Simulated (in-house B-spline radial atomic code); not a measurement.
# The nickel ion Ni⁵⁺: [Ar] 3d5

All numbers are computed (non-relativistic PBEsol, spin-polarised, spherical fractional occupations; point nucleus) with a B-spline radial code for spherical atoms, not measured.

Effective charges: Z_r = [3n² - l(l+1)]/(2<r>) from the radius, Z_e = n√(-2ε) from the energy, and Slater's rules. Values are occupation-weighted means over spin.

```
shell  electrons   ε (eV)  <r> (bohr)    Z_r    Z_e  Slater
   1s          2  -8204.8     0.05487  27.34  24.56   27.70
   2s          2  -1053.8      0.2484  24.15  17.60   23.85
   2p          6  -931.81      0.2167  23.07  16.55   23.85
   3s          2  -193.42      0.7297  18.50  11.31   16.75
   3p          6  -155.56      0.7485  16.70  10.14   16.75
   3d          5  -95.351      0.7846  13.38   7.94    8.60
```

The least bound orbital is 3d up at -95.35 eV, and it is also the most diffuse (<r> = 0.7846 bohr).
